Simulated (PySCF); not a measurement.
All values below come from PySCF 2.14.0 with PBE-D3(BJ)/def2-TZVP // TPSS-D3(BJ)/def2-SVP. Gas-phase values, no solvent. 

Reference species: [Ta(=O)(Cl)3] (neutral, multiplicity 1).

```yaml
mean_distance_from_the_central_atom_to_its_bonded_neighbours: 2.161 Å
HOMO: -8.29 eV
LUMO: -3.67 eV
```

Changed species: [W(=O)(Cl)4] (M = W, oxo; the reference has M = Ta, oxo).

Q: Predict the effect on the mean distance from the central atom to its bonded neighbours, HOMO and LUMO.

A: the mean distance from the central atom to its bonded neighbours rises by 0.032 Å, to 2.193 Å; the HOMO rises by 0.61 eV, to -7.68 eV; the LUMO drops by 1.97 eV, to -5.64 eV.
